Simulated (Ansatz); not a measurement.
All values below come from frozen-core CCSD(T)/cc-pVTZ // TPSSh-D3(BJ)/def2-TZVP (Ansatz, a program for electronic structure). The restricted HF reference is unstable towards unrestricted orbitals.

Ansatz 0.2 input:
```yaml
crystal:
  periodic: [false, false, false]
  atoms:
    - { symbol: C, position_ang: [1.808364, -0.109492, 0.33479] }
    - { symbol: C, position_ang: [0.659453, 0.095095, -0.313334] }
    - { symbol: C, position_ang: [-0.654451, -0.061296, 0.27934] }
    - { symbol: C, position_ang: [-1.828525, 0.127515, -0.321441] }
    - { symbol: F, position_ang: [-0.637055, -0.440158, 1.581688] }
    - { symbol: H, position_ang: [1.823146, -0.413693, 1.373713] }
    - { symbol: H, position_ang: [2.760568, 0.02351, -0.162417] }
    - { symbol: H, position_ang: [0.656574, 0.399602, -1.354662] }
    - { symbol: H, position_ang: [-1.856053, 0.429537, -1.358734] }
    - { symbol: H, position_ang: [-2.760235, -0.015302, 0.207491] }
basis:
  gaussian: { orbitals: cc-pVTZ }
correlation:
  method: ccsd_t
```

Output:

```
Functional definition: HF
1276 factors; integrals over basis functions are off by at most 1.1e-3 eV
mean field evaluation 1: about -6904.9020 eV, gradient 3.4e1 eV
mean field evaluation 2: about -6905.1822 eV, gradient 3.4e1 eV
mean field evaluation 4: about -6908.0813 eV, gradient 4.1e0 eV
mean field evaluation 8: about -6908.1315 eV, gradient 2.4e-1 eV
mean field evaluation 16: about -6904.9011 eV, gradient 3.4e1 eV
mean field -6908.13188559 eV, -253.8691642954 hartree, gradient 2.8e-6 eV, S^2 0.000000; 0 other end points of the search recorded, 0 dependent functions left out; unrestricted orbitals would lower it
5 core orbitals not correlated
reference -6908.13188559 eV, -253.8691642954 hartree; 14, 14 occupied and 201, 201 virtual orbitals, 1276 factors
second order -24.23767067 eV of doubles, -0.00000000 eV of singles
cycle   1  -24.34668265 eV  change   -1.1e-1 eV  update   1.1e-1
cycle   2  -24.93101090 eV  change   -5.8e-1 eV  update   3.4e-2
cycle   3  -25.07835621 eV  change   -1.5e-1 eV  update   1.7e-2
cycle   4  -25.06895801 eV  change    9.4e-3 eV  update   4.8e-3
cycle   5  -25.06838773 eV  change    5.7e-4 eV  update   1.9e-3
cycle   6  -25.06964113 eV  change   -1.3e-3 eV  update   5.6e-4
cycle   7  -25.06949402 eV  change    1.5e-4 eV  update   2.2e-4
cycle   8  -25.06940367 eV  change    9.0e-5 eV  update   1.1e-4
cycle   9  -25.06943600 eV  change   -3.2e-5 eV  update   4.2e-5
cycle  10  -25.06943314 eV  change    2.9e-6 eV  update   1.8e-5
perturbative correction -1.08782736 eV, -0.0399769181 hartree
Total energy: -6934.28914609 eV, -254.8304258888 hartree
```

Cost: about 3 core-minutes (a rough figure).
